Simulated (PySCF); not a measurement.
Correlation energy of Te+ (tellurium, charge +1)

Starting occupation: [Kr] 4d10 5s1 5p3 5d1, 5s1/2 with m_j = +1/2, 5p3/2 with m_j = -1/2, +1/2, +3/2, 5d5/2 with m_j = +5/2. Calculation: PySCF 2.14, in x2c-TZVPall-2c with one added diffuse shell each of s, p, d, f type (9s10p6d3f, 90 functions); X2C-1e with screened-nucleus spin-orbit coupling, Gaussian nucleus. Frozen: [Ar] 3d10; 23 electrons correlated; the 6 highest virtual spinors left out.

MP2 pair energies summed by pair of shells (mhartree):

```json
{"pair": "4d-4d", "energy": "-240.66", "share (%)": "50.1"}
{"pair": "4d-4p", "energy": "-68.89", "share (%)": "14.3"}
{"pair": "4d-5p", "energy": "-57.74", "share (%)": "12.0"}
{"pair": "4p-4p", "energy": "-27.49", "share (%)": "5.7"}
{"pair": "4d-4s", "energy": "-18.57", "share (%)": "3.9"}
{"pair": "4d-5s", "energy": "-15.90", "share (%)": "3.3"}
{"pair": "4p-4s", "energy": "-10.79", "share (%)": "2.2"}
{"pair": "5p-5p", "energy": "-10.73", "share (%)": "2.2"}
{"pair": "5d-5p", "energy": "-7.58", "share (%)": "1.6"}
{"pair": "4p-5p", "energy": "-5.71", "share (%)": "1.2"}
{"pair": "4d-5d", "energy": "-5.30", "share (%)": "1.1"}
{"pair": "4p-5s", "energy": "-3.64", "share (%)": "0.8"}
{"pair": "5p-5s", "energy": "-2.57", "share (%)": "0.5"}
{"pair": "4s-4s", "energy": "-2.20", "share (%)": "0.5"}
{"pair": "4s-5p", "energy": "-0.88", "share (%)": "0.2"}
{"pair": "5d-5s", "energy": "-0.67", "share (%)": "0.1"}
{"pair": "4p-5d", "energy": "-0.48", "share (%)": "0.1"}
{"pair": "4s-5s", "energy": "-0.36", "share (%)": "0.1"}
{"pair": "4s-5d", "energy": "-0.10", "share (%)": "0.0"}
```

Total MP2 correlation energy: -480.29 mhartree.

The GHF reference relaxed away from the jj start to a determinant that is no pure jj level (⟨S²⟩ = 8.71, ⟨J²⟩ = 24.76); the energies belong to that determinant.

This basis was not built for core-valence correlation, so the inner-shell part is incomplete.
